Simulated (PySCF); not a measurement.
Screening by computed properties: pick the candidate that meets the target.

Each SMILES stands for a single optimised conformer of the isolated species, non-relativistic unless stated; the electronic structure was computed with PySCF and density fitting.

Dipoles, sizes and rotational constants follow the conformer. The torsions of the flexible species, by atom-mapped SMILES:
- `[CH:1]#[C:2][C@@H:3]1[C@@H:4]([CH3:5])[C@H:6]1[C@H:7]1[CH2:8][O:9]1`: C4–C6–C7–C8 -178°
- `[CH3:1][SiH2:2][S:3][Si@@H:4]([F:5])[SiH2:6][S:7][CH3:8]`: C1–Si2–S3–Si4 176°, Si2–S3–Si4–F5 159°, S3–Si4–Si6–S7 42°, Si4–Si6–S7–C8 -73°
- `[CH3:1][O:2][C:3]1=[CH:4][CH:5]=[CH:6][CH:7]=[CH:8][CH2:9]1`: C1–O2–C3–C4 -11°
- `[CH3:1][CH2:2][C:3]#[C:4][Si@@H:5]([OH:6])[S:7][CH2:8][CH:9]=[O:10]`: C4–Si5–S7–C8 -41°, Si5–S7–C8–C9 -70°, S7–C8–C9–O10 32°, H–O6–Si5–C4 75°

Question: Wanted: HOMO energy above -6.9 eV (PBE0/pcSseg-1) and smallest rotational constant below 0.7 GHz (GFN2-xTB), at GFN2-xTB geometries. Which candidate meets both?
A. `C#C[C@@H]1[C@@H](C)[C@H]1[C@H]1CO1`
B. `C[SiH2]S[Si@@H](F)[SiH2]SC`
C. `C1C=CC=CCC=1OC`
D. `CCC#C[Si@@H](O)SCC=O`

Answer: B. Computed values:
```csv
species,HOMO energy,smallest rotational constant
C#C[C@@H]1[C@@H](C)[C@H]1[C@H]1CO1,-7.20 eV,0.815 GHz
CCC#C[Si@@H](O)SCC=O,-6.97 eV,0.543 GHz
C[SiH2]S[Si@@H](F)[SiH2]SC,-6.79 eV,0.418 GHz
C1C=CC=CCC=1OC,-5.95 eV,1.033 GHz
```
